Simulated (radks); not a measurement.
Values are calculated unless marked as measured or tabulated.
Spherical quantum dot in the effective-mass picture: electrons in a parabolic well V = omega^2 r^2 / 2 with omega = 0.243, all in effective atomic units (hartree* = m*/eps^2 hartree, bohr* = eps/m* bohr), one dielectric constant everywhere. Level of theory: non-relativistic Kohn-Sham, PBEsol, spin-polarised, spherical densities (a radial shooting solver with Libxc functionals). Levels are named by radial order and angular momentum (1s, 1p, 1d, 2s, ...), and open shells are averaged over m. Results are scaled to m* = 0.094 and eps = 13.5, for which hartree* = 14.03 meV and bohr* = 7.6 nm.

N = 3, configuration 1s2 1p(up 1, down 0). This is the lowest configuration that the search found. Occupied and some empty levels:

level,occupation,eigenvalue (meV),<r> (nm)
1s up,1,14.871,21.33
1s down,1,15.210,20.81
1p up,1,17.176,26.37
1p down,0,17.624,26.28
1d up,0,19.838,30.35
1d down,0,20.301,30.51
2s up,0,20.538,27.37
2s down,0,20.782,27.68
1f up,0,22.723,33.87
1f down,0,23.154,34.16

Energy (meV): total 30.7698, kinetic 6.9882, external 12.797, Hartree 18.828, exchange-correlation -7.8426.

Electron density:

r (nm),n(r) (e/nm^3)
0.975,0.00004636
4.65,0.00004553
8.33,0.00004342
12.0,0.00003975
15.7,0.00003439
19.4,0.00002762
23.0,0.00002023
26.7,0.00001331
30.4,7.730e-06
34.1,3.923e-06
37.7,1.750e-06
41.4,6.947e-07
45.1,2.447e-07
48.8,7.620e-08
